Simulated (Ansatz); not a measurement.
Two isomers of CH6N2OSi: A = `NC1(O)N[SiH2]1`, B = `N=C(N)O[SiH3]`.

Isolated molecules relaxed with PBE0-D4/def2-TZVP in Ansatz; ΔE leaves out vibrations. CCSD(T)/CBS is the MP2 limit (def2-TZVPP, def2-QZVPP) plus CCSD(T) − MP2 in def2-TZVPP, frozen cores. Functionals use def2-TZVPP. B3LYP here is the variant with VWN-RPA as its local correlation; programs differ in this. One conformer a species, not always the lowest.

A:

Z-matrix (Å, degrees):
```
C
O 1 1.401
N 1 1.462 2 112.9
N 1 1.420 2 112.1 3 133.5
Si 1 1.859 2 126.9 3 -71.0
H 2 0.963 1 106.6 3 16.9
H 3 1.011 1 116.2 2 117.7
H 4 1.012 1 110.5 2 69.5
H 4 1.018 1 109.3 2 -48.2
H 5 1.481 1 124.0 2 4.5
H 5 1.481 1 120.5 2 -156.2
```

B:

```xyz
11

N    -1.161   -0.868    0.785
C    -0.675   -0.485   -0.322
N    -1.210   -0.868   -1.515
O     0.417    0.295   -0.528
Si    1.383    0.881    0.694
H    -0.630   -0.557    1.590
H    -0.998   -0.299   -2.315
H    -2.129   -1.270   -1.465
H     0.596    1.743    1.611
H     1.982   -0.238    1.464
H     2.425    1.665   -0.001
```

Problem. Which is lower in electronic energy at CCSD(T)/CBS, and by how much? (Estimate.)

Solution. Ansatz gave: B, by 43.1 kcal/mol.

Problem. Give E(B) − E(A) in kcal/mol with B3LYP, BLYP-D4, HF/def2-TZVPP, PBE0-D4, LDA (SPW92), MP2/def2-TZVPP, CCSD(T)/def2-TZVPP. (Best estimate.)

Solution. The calculation gave: B3LYP -47.3, BLYP-D4 -46.2, HF/def2-TZVPP -56.6, PBE0-D4 -41.4, LDA (SPW92) -37.1, MP2/def2-TZVPP -43.6, CCSD(T)/def2-TZVPP -44.4. None reverses the order clearly.

Problem. Does the order hold for the free energy at 298.15 K (harmonic terms from PBE0-D4)? (An estimate is asked.)

Solution. The calculation gave: Yes: G(B) − G(A) = -45.6 kcal/mol, for one conformer each. Modes under 60 cm⁻¹, often nearly free rotors, make the harmonic entropy too high.

Largest T1 diagnostic: 0.013.

At CCSD(T), def2-SVP lies −1.9 kcal/mol from the extrapolated value and def2-TZVPP −1.2 kcal/mol. Leaving LDA and LC-ωPBE aside and taking each functional with its dispersion term where it has one, the values, not all of them listed here, spread over 8.8 kcal/mol, from BHLYP-D4 to PBE-D4. LDA lies +3.3 kcal/mol from PBE without D4.
